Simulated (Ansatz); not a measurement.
`O[Si](O)([SiH3])Cl` + H₂ → `O[SiH]([SiH3])Cl` + H₂O at 700 K and 1 bar (hydrogenolysis of the Si–O bond).

Calculated with Ansatz (gas phase, PBE0-D4/def2-TZVP geometries, no zero-point term in ΔE). CBS: MP2 limit from def2 TZ/QZ plus the TZ coupled-cluster correction, frozen cores. This one scheme is used for every species. Each species was taken in one conformer, which may not be the lowest.

```
             species  CCSD(T)/CBS energy (Eh)  H − E (kJ/mol)  S (J/(mol·K))
`O[Si](O)([SiH3])Cl`              -1191.44915           235.2          513.4
                  H₂                 -1.17544            46.8          155.3
  `O[SiH]([SiH3])Cl`              -1116.20942           206.9          466.7
                 H₂O                -76.37941            80.5          218.4
```

H − E and S are ideal-gas, rigid-rotor, harmonic terms from PBE0-D4/def2-TZVP, for one conformer and one mirror image of each species. For small species the MP2-based limit differs from directly extrapolated CCSD(T) by up to some mEh (0.8 for H₂); such offsets cancel only in part. 1 Eh = 2625.50 kJ/mol, R = 8.31446 J/(mol·K).

Question: By hand: ΔE, ΔH, ΔS and ΔG.

Answer: ΔE = (-1116.20942) + (-76.37941) − (-1191.44915) − (-1.17544) = 0.03576 Eh = 93.9 kJ/mol. Δ(H − E) = 206.9 + 80.5 − 235.2 − 46.8 = 5.4, so ΔH = 99.3 kJ/mol. ΔS = 466.7 + 218.4 − 513.4 − 155.3 = 16.4 J/(mol·K). ΔG = 99.3 − 700 × (16.4)/1000 = 87.8 kJ/mol.

Question: By hand: the equilibrium constant, and the temperature at which ΔG would vanish if ΔH and ΔS stayed fixed.

Answer: log₁₀ K = −ΔG/(RT ln 10) = -6.6. ΔG = 0 at ΔH/ΔS = 6055 K, far beyond where these terms or the molecules hold.

ΔH outweighs TΔS. A doubt of 5 kJ/mol in ΔE shifts log₁₀ K by 0.4 here. Other conformers and mirror images would add mixing entropy, several J/(mol·K) or more a flexible species. These are equilibria of isolated gas molecules and say nothing of rates. Largest T1 diagnostic: 0.012 (customary marks: 0.02 for closed shells, 0.045 for open ones).
